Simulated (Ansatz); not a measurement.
Total energies of the cluster Ga2N2 (the lowest singlet isomer of a short search) from Ansatz at PBE-D4/def2-TZVP, gas phase (1 Eh = 27.2114 eV = 2625.5 kJ/mol). The reference geometry is relaxed at PBE-D4/def2-SVP.

```xyz
4

Ga   -0.058    0.888   -1.761
Ga   -1.213   -1.162    0.201
N     0.620    0.401    0.255
N     0.651   -0.127    1.304
```

```csv
state,geometry,energy (Eh)
charge 0 singlet,reference,-3958.55199
charge 1 doublet,reference,-3958.31433
charge 0 triplet,relaxed at PBE-D4/def2-SVP,-3958.55496
charge 0 quintet,relaxed at PBE-D4/def2-SVP,-3958.44717
free Ga atom (doublet),–,-1924.51515
free N atom (quartet),–,-54.53214
```

Q: Work out the vertical ionisation energy to the doublet.

A: E(charge 1 doublet) − E(charge 0 singlet) = -3958.31433 − (-3958.55199) = 0.23766 Eh = 6.47 eV. For comparison, −ε of the highest occupied level is 3.87 eV at this level, 2.60 eV less.

Q: Which of the charge 0 states is lowest, and how far above it are the others?

A: The triplet, but by less than the method's error, so the order isn't settled. singlet: -3958.55199 − (-3958.55496) = 0.00297 Eh = 7.8 kJ/mol; quintet: -3958.44717 − (-3958.55496) = 0.10779 Eh = 283.0 kJ/mol. The quintet differs in its bonds from the reference.

Q: What is the binding energy per atom against free atoms?

A: Atoms: 2 × (-1924.51515) + 2 × (-54.53214) = -3958.09458 Eh. Binding: -3958.09458 − (-3958.55199) = 0.45741 Eh = 12.45 eV, or 3.11 eV for each of 4 atoms (no zero-point energy, no counterpoise term).

The structure comes from a short search, and lower isomers may exist.
